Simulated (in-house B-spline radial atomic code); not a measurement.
Mg+ is squeezed into an impenetrable sphere of radius R (the orbitals vanish at R). No spin polarisation. Level of theory: non-relativistic LDA VWN5, spherical fractional occupations, point nucleus; calculated with a B-spline radial code for spherical atoms.

Energies in eV above the free ion in [Ne] 3s1:

| R (bohr) | highest level (eV) | [Ne] 3s1 | [He] 2s2 2p5 3s1 3d1 | [He] 2s1 2p6 3s1 3d1 | -dE/dV in [Ne] 3s1 (GPa) |
| --- | --- | --- | --- | --- | --- |
| 9.89 | -11.5 | 0.0007476 | 61.95 | 93.85 | 0.00104 |
| 5.51 | -10.7 | 0.464 | 64.14 | 96.03 | 1.75 |
| 4.66 | -9.47 | 1.411 | 66.7 | 98.59 | 7.25 |
| 4 | -7.12 | 3.323 | 71.06 | 102.9 | 23.3 |
| 3.69 | -5.17 | 4.998 | 74.56 | 106.4 | 42 |
| 2.82 | 7.78 | 16.93 | 96.43 | 128.3 | 277 |
| 2.56 | 16.4 | 25.43 | 110.4 | 142.4 | 542 |
| 2.31 | 29.2 | 38.84 | 131.1 | 163.1 | 1110 |
| 1.74 | 96.9 | 121.7 | 243.5 | 276.6 | 7880 |
| 1.33 | 242 | 344.3 | 513.7 | 548.3 | 47300 |

Q: Does [He] 2s2 2p5 3s1 3d1 fall below [Ne] 3s1 under compression?

A: No, it stays above over the whole range.

Q: Does [He] 2s1 2p6 3s1 3d1 fall below [Ne] 3s1 under compression?

A: No, it stays above over the whole range.

The highest level is first positive in the row R = 2.82 bohr, pushed up by confinement above the zero of the free ion's potential. Each configuration is held fixed and needn't be the lowest in the sphere.
